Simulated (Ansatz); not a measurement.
C3H6AlF, SMILES `C=C[CH2][AlH][F]`. Charge 0, multiplicity 1.

```xyz
11

C     0.471    1.285   -0.424
C     0.238    0.028   -0.885
C     0.499   -1.197   -0.132
Al   -0.861   -0.276    0.999
F    -2.462   -0.414    0.596
H     1.134    1.469    0.417
H     0.100    2.150   -0.958
H    -0.408   -0.067   -1.756
H     0.299   -2.123   -0.658
H     1.434   -1.212    0.426
H    -0.445    0.358    2.375
```

(1) What are the harmonic wavenumbers in cm⁻¹ at PBE0-D4/def2-TZVP (Ansatz, finite differences of forces, unscaled)? (Estimate.)

(2) Is this a minimum?

(3) Give the ideal-gas thermochemistry at 298.15 K and 1 bar (rigid rotor, harmonic oscillator; point group C1, symmetry number 1).

(4) Rotational constants (cm⁻¹)?

## Answers

(1) Computed: 99, 167, 188, 336, 426, 464, 546, 619, 693, 756, 832, 875, 926, 951, 1010, 1063, 1210, 1312, 1428, 1467, 1615, 1977, 3115, 3150, 3154, 3220, 3256.

(2) Yes, all 27 modes are real.

(3) Zero-point energy 208.5 kJ/mol; H(298) − E = 228.2 kJ/mol; entropy 330.5 J/(mol·K), of which translation 164.7, rotation 109.7, vibration 56.1; G(298) − E = 129.6 kJ/mol. Modes under 100 cm⁻¹ are hindered rotations or soft bends, so the harmonic entropy is rough.

(4) 0.2205, 0.1, 0.08884.
